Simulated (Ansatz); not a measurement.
`O[SiH]C[SiH2]O` radical, relaxed with UKS PBE0-D4/def2-TZVP in Ansatz 0.2.0 from a PBE-D4/def2-SVP geometry. The force threshold is 0.005 eV/Å; the program also tests the step.

The species carries charge 0 and has multiplicity 2.

Start:

```xyz
12

O     1.163   -2.063    0.783
Si    1.506   -1.165   -0.618
C     0.092    0.050   -0.996
Si   -0.650    0.749    0.602
O    -1.592    2.127    0.352
H     0.339   -2.580    0.739
H     2.747   -0.391   -0.246
H     0.517    0.876   -1.610
H    -0.702   -0.436   -1.602
H    -1.463   -0.345    1.249
H     0.444    1.201    1.517
H    -2.400    1.977   -0.169
```

| step | energy (eV) | largest force (eV/Å) | largest move (Å) |
| --- | --- | --- | --- |
| 1 | -20992.3595 | 0.958 | 0.000 |
| 2 | -20992.4200 | 0.512 | 0.031 |
| 3 | -20992.4379 | 0.103 | 0.024 |
| 4 | -20992.4408 | 0.074 | 0.026 |
| 5 | -20992.4423 | 0.053 | 0.020 |
| 6 | -20992.4437 | 0.020 | 0.030 |
| 7 | -20992.4439 | 0.015 | 0.016 |
| 8 | -20992.4441 | 0.020 | 0.022 |
| 9 | -20992.4442 | 0.009 | 0.012 |
| 10 | -20992.4443 | 0.008 | 0.020 |
| 11 | -20992.4443 | 0.008 | 0.017 |
| 12 | -20992.4443 | 0.005 | 0.003 |
| 13 | -20992.4443 | 0.002 | 0.002 |

End:

```xyz
12

O     1.145   -2.155    0.672
Si    1.500   -1.140   -0.589
C     0.095    0.050   -0.954
Si   -0.628    0.805    0.597
O    -1.607    2.099    0.294
H     0.349   -2.685    0.608
H     2.698   -0.385   -0.123
H     0.505    0.844   -1.589
H    -0.692   -0.451   -1.526
H    -1.384   -0.259    1.316
H     0.451    1.337    1.461
H    -2.431    1.939   -0.168
```

Hardware: 2 threads of an AMD EPYC 7R13 on a shared host and a share of an NVIDIA H100 80 GB. Wall time 27 s, peak host memory 0.9 GiB.
